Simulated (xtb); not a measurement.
Job for xtb: GFN2-xTB on F2GeH3N (SMILES [NH2][GeH]([F])[F]), a point of a torsion scan.

```
$ xtb mol.xyz --gfn 2 --sp --chrg 0 --uhf 0
7

N      1.12892957    -0.10426408    -0.21683121
Ge    -0.63667711    -0.09271784     0.04654920
F     -1.16510814     1.44914908    -0.49982925
F     -1.06500171    -0.06449945     1.73616215
H      1.59205706     0.79308991    -0.15640518
H      1.68398350    -0.80784511     0.24631032
H     -1.47657682    -1.13869003    -0.58202554
```

Q: Give the final energy of this run.

A: -15.9341 hartree.
